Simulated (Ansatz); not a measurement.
Reaction (cleavage of the P–Si bond): `CC[SiH](O)P` + `[SeH][SiH2][SeH]` → `P[Se][SiH2][SeH]` + `CC[SiH2]O`

Gas-phase electronic energies from Ansatz, PBE0-D4/def2-TZVP geometries. CBS: MP2 limit from def2 TZ/QZ plus the TZ coupled-cluster correction, frozen cores. For Se outer-core shells are correlated without core-valence functions, which leaves a few kJ/mol of doubt a bond. Scalar relativity is left out up to krypton. Each species was taken in one conformer, which may not be the lowest.

`CC[SiH](O)P`:

```xyz
14

C    -1.163   -0.786   -0.912
C    -0.296    0.466   -0.992
Si    0.536    0.955    0.613
O    -0.574    1.251    1.801
P     2.038   -0.568    1.359
H    -1.636   -1.011   -1.871
H    -1.964   -0.670   -0.177
H    -0.576   -1.663   -0.625
H     0.485    0.347   -1.752
H    -0.899    1.325   -1.308
H     1.266    2.235    0.426
H    -1.017    0.504    2.204
H     2.634   -0.709    0.075
H     1.167   -1.675    1.158
```

`[SeH][SiH2][SeH]`:

```xyz
7

Se   -1.514   -0.029    1.291
Si    0.326    0.581    0.104
Se    0.974   -0.933   -1.463
H    -2.326   -0.215    0.081
H     0.113    1.822   -0.680
H     1.357    0.796    1.148
H     1.070   -2.022   -0.481
```

`P[Se][SiH2][SeH]`:

```xyz
9

P    -2.096    0.470    0.726
Se   -0.106    1.318    0.030
Si    0.905   -0.723    0.059
Se    2.947   -0.548   -0.922
H    -2.332    1.426    1.747
H    -2.905    1.154   -0.218
H     0.033   -1.703   -0.632
H     1.190   -1.184    1.440
H     2.365   -0.210   -2.229
```

`CC[SiH2]O`:

Z-matrix (Å, degrees):
```
C
C 1 1.526
H 1 1.094 2 111.5
H 1 1.093 2 111.3 3 -120.0
H 1 1.093 2 111.8 3 120.2
Si 2 1.868 1 113.6 3 58.5
H 2 1.096 1 110.5 3 -179.4
H 2 1.097 1 110.5 3 -62.4
O 6 1.653 2 112.4 1 59.9
H 6 1.494 2 108.7 1 -61.8
H 6 1.484 2 110.7 1 177.7
H 9 0.957 6 117.6 2 -78.7
```

```csv
species,HF/def2-QZVPP energy (Eh)
`CC[SiH](O)P`,-785.68400
`[SeH][SiH2][SeH]`,-5091.11963
`P[Se][SiH2][SeH]`,-5432.46939
`CC[SiH2]O`,-444.33662
```

(1) Work out ΔE.

Largest T1 diagnostic among the species: 0.012.

Answers

(1) ΔE = (-5432.46939) + (-444.33662) − (-785.68400) − (-5091.11963) = -0.00238 Eh = -6.2 kJ/mol. CCSD(T)/CBS gives +3.2 kJ/mol.

In def2-TZVPP, CCSD(T) changes the Hartree–Fock value by +11.2 kJ/mol (the triples alone add +0.6 kJ/mol) and MP2 by +6.2 kJ/mol.
